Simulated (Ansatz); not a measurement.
The cluster Ru₃H₃⁺. Charge 1, multiplicity 1. Geometry PBE0-D4/def2-TZVP; atoms count from 1.

```csv
atom,x (Å),y (Å),z (Å)
Ru1,0.766,0.663,0.056
Ru2,0.353,-1.294,0.825
Ru3,-1.370,0.632,-0.099
H4,0.125,-0.585,2.187
H5,-1.137,0.181,-1.557
H6,1.263,0.403,-1.412
```

In the def2 sets Ru takes a core potential; there is no spin–orbit coupling. The restricted singlet is unstable towards broken spin symmetry in Hartree–Fock (as tested in another run); at PBE0-D4/def2-TZVP this wasn't settled. No other spin state of charge 1 was run. Another isomer (quintet) lies 1.71 eV lower at PBE0-D4/def2-TZVP; other spin states weren't run for this one.

(1) Estimate the Mulliken populations from the PBE0/def2-TZVP orbitals of Ansatz.

(2) And the Mayer bond orders between bonded heavy atoms (over 0.3)?

## Answers

(1) 
```json
{"atom": "Ru1", "charge (e)": "0.32", "d electrons": "6.69"}
{"atom": "Ru2", "charge (e)": "0.20", "d electrons": "7.01"}
{"atom": "Ru3", "charge (e)": "0.23", "d electrons": "7.01"}
{"atom": "H4", "charge (e)": "0.08", "d electrons": "–"}
{"atom": "H5", "charge (e)": "0.10", "d electrons": "–"}
{"atom": "H6", "charge (e)": "0.07", "d electrons": "–"}
```
Mulliken values and Mayer orders depend strongly on the basis.

(2) Ru1–Ru2 2.10 (2.14 Å); Ru1–Ru3 2.11 (2.14 Å); Ru2–Ru3 1.37 (2.74 Å).
